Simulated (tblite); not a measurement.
Compound: C5H13ClO2Si.
SMILES with atom numbers: `[CH3:1][CH2:2][O:3][Si@@H:4]([Cl:5])[C@H:6]([CH3:7])[O:8][CH3:9]` (hydrogens: H10, H11, H12 on C1; H13, H14 on C2; H15 on Si4; H16 on C6; H17, H18, H19 on C7; H20, H21, H22 on C9)

Computed geometry: GFN2-xTB, gas phase.

Problem. List the bond lengths, angles and torsions at this level.

Solution. 
```
                  bond  length (pm)   order
                 C1–C2        152.0  single
                 C2–O3        140.9  single
                O3–Si4        161.5  single
               Si4–Cl5        201.5  single
                Si4–C6        190.7  single
                 C6–C7        152.9  single
                 C6–O8        142.3  single
                 O8–C9        140.5  single
C1–H10, C1–H11, C1–H12        108.6  single
                C2–H13        109.5  single
                C2–H14        109.5  single
               Si4–H15        145.9  single
                C6–H16        110.1  single
C7–H17, C7–H18, C7–H19        108.8  single
C9–H20, C9–H21, C9–H22        109.4  single
```

Bonds in one row agree within 1 pm and their mean is given. Orders are formal, as drawn. A selection of angles:
```
     angle  degrees
  C1–C2–O3    109.2
 C2–O3–Si4    130.6
O3–Si4–Cl5    109.7
 O3–Si4–C6    104.1
Cl5–Si4–C6    111.6
 Si4–C6–C7    114.3
 Si4–C6–O8    102.8
  C7–C6–O8    113.0
  C6–O8–C9    115.0
```

Torsions: C1–C2–O3–Si4 -156° (antiperiplanar); C2–O3–Si4–Cl5 47° (synclinal); O3–Si4–C6–C7 -68° (synclinal); Si4–C6–O8–C9 -164° (antiperiplanar).

Of the pairs four or more bonds apart, H16···H22 is among the closest relative to their van der Waals radii: 2.31 Å, 96 % of the sum of Bondi's values. Si4 (chlorine-bound silicon) is distorted tetrahedral (angles from 104.1° to 113.2°). O3 (silyl ether oxygen) is bent (angle 130.6°). O8 (ether oxygen) is bent (angle 115.0°).

Point group: C1 (no symmetry element, even within 0.4 Å). Its GFN2-xTB frequencies are all real (lowest 17 cm⁻¹). The numbers are those of one conformer.

The run took 2.9 s wall on one thread, Arm Neoverse V1 (aarch64) (shared host). That covers the optimisation of the geometry.
